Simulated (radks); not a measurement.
Values are calculated unless marked as measured or tabulated.
Question: Numerical settings for the lithium ion Li+, [He]. Code: a radial shooting solver on a logarithmic mesh with Libxc functionals. Model: scalar-relativistic Kohn-Sham, PBE, spin-polarised, spherical densities, point nucleus. The defaults (mesh step 0.008 in ln r, mesh end at 40 bohr or more with all orbitals vanishing there, Anderson mixing 0.5 over 9 steps, residual threshold near 1e-9 with the energy settled to 1e-9 hartree or 1e-11 of itself, here a cap of 64 iterations) give E = -7.2576 hartree and 1s at -60.415 eV in 13 iterations. Run on one thread of a shared host, so times are rough (Arm Neoverse V2): 0.04 s of CPU time, 0.04 s wall, 13 iterations on 2476 mesh points. One setting is changed at a time: mesh step in ln r 0.03; mesh step in ln r 0.08; mesh step in ln r 0.005; mesh end (bohr) 12; mesh end (bohr) 3; residual threshold 1e-05; residual threshold 0.1; mixing 1.5; linear mixing, mixing 0.2; linear mixing, mixing 1; mixing history 3; iteration cap 5. Which runs fail to converge, and which converge to a wrong energy?

Answer: Not converged within the cap: linear mixing, mixing 0.2; iteration cap 5. Settings that end as converged yet miss the energy by more than 1 mhartree: mesh end (bohr) 3 (+0.00111 hartree).
